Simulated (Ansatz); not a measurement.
`C=CN(C)[SiH2]Cl` → `C=CNC` + `[SiH]Cl` at 700 K and 1 bar (silylene formation by 1,1-elimination).

Computed with Ansatz on PBE0-D4/def2-TZVP structures; ΔE is electronic, products minus reactants. CCSD(T)/CBS is the MP2 limit (def2-TZVPP, def2-QZVPP) plus CCSD(T) − MP2 in def2-TZVPP, frozen cores. This one scheme is used for every species. Each species was taken in one conformer, which may not be the lowest.

| species | CCSD(T)/CBS energy (Eh) | H − E (kJ/mol) | S (J/(mol·K)) |
| --- | --- | --- | --- |
| `C=CN(C)[SiH2]Cl` | -922.58153 | 376.0 | 517.3 |
| `C=CNC` | -173.03872 | 319.8 | 392.4 |
| `[SiH]Cl` | -749.43948 | 49.2 | 290.2 |

H − E and S are ideal-gas, rigid-rotor, harmonic terms from PBE0-D4/def2-TZVP, for one conformer and one mirror image of each species. 1 Eh = 2625.50 kJ/mol, R = 8.31446 J/(mol·K).

Question: By hand: ΔE, ΔH, ΔS and ΔG.

Answer: ΔE = (-173.03872) + (-749.43948) − (-922.58153) = 0.10333 Eh = 271.3 kJ/mol. Δ(H − E) = 319.8 + 49.2 − 376.0 = -7.0, so ΔH = 264.3 kJ/mol. ΔS = 392.4 + 290.2 − 517.3 = 165.3 J/(mol·K). ΔG = 264.3 − 700 × (165.3)/1000 = 148.6 kJ/mol.

Question: By hand: the equilibrium constant, and the temperature at which ΔG would vanish if ΔH and ΔS stayed fixed.

Answer: log₁₀ K = −ΔG/(RT ln 10) = -11.1. ΔG = 0 at ΔH/ΔS = 1599 K.

The number of gas molecules changes by +1, which sets the sign of ΔS. A doubt of 5 kJ/mol in ΔE shifts log₁₀ K by 0.4 here. Other conformers and mirror images would add mixing entropy, several J/(mol·K) or more a flexible species. Modes under 60 cm⁻¹, often nearly free rotors, make the harmonic entropy too high. These are equilibria of isolated gas molecules and say nothing of rates. Largest T1 diagnostic: 0.013 (customary marks: 0.02 for closed shells, 0.045 for open ones).
